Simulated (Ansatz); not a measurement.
Start from `OC[SiH2]Br` and change one atom or group to get `N[SiH2][SiH2]CO`.

Ansatz, PBE0-D4/def2-TZVP geometries, multiplicity 1. Each molecule was computed in one conformer, which needn't be the lowest.

Scalar relativity is left out up to krypton.

| property | `OC[SiH2]Br` |
| --- | --- |
| HOMO energy (ωB97M-V/def2-TZVPP) / eV | -10.10 |
| LUMO energy (ωB97M-V/def2-TZVPP) / eV | 1.51 |
| LUMO energy (B3LYP/def2-TZVPP) / eV | -0.51 |
| HOMO–LUMO gap (PBE/def2-TZVPP) / eV | 5.09 |
| size of the dipole moment (B3LYP/def2-TZVPP) / D | 1.39 |
| LUMO energy (PBE/def2-TZVPP) / eV | -1.17 |

Give the same properties after the change, and the shifts. (An estimate is asked.)

Ansatz gave: 
```tsv
property	`N[SiH2][SiH2]CO`	shift
HOMO energy (ωB97M-V/def2-TZVPP) / eV	-8.97	1.13
LUMO energy (ωB97M-V/def2-TZVPP) / eV	1.32	-0.19
LUMO energy (B3LYP/def2-TZVPP) / eV	-0.49	0.02
HOMO–LUMO gap (PBE/def2-TZVPP) / eV	4.46	-0.63
size of the dipole moment (B3LYP/def2-TZVPP) / D	2.17	0.78
LUMO energy (PBE/def2-TZVPP) / eV	-1.09	0.08
```

Dipoles are sizes alone; their direction can turn.

B3LYP here is the variant with VWN-RPA as its local correlation; programs differ in this.

Spin–orbit coupling is left out; it splits and shifts lone-pair levels of the heavy atoms by tenths of an eV.
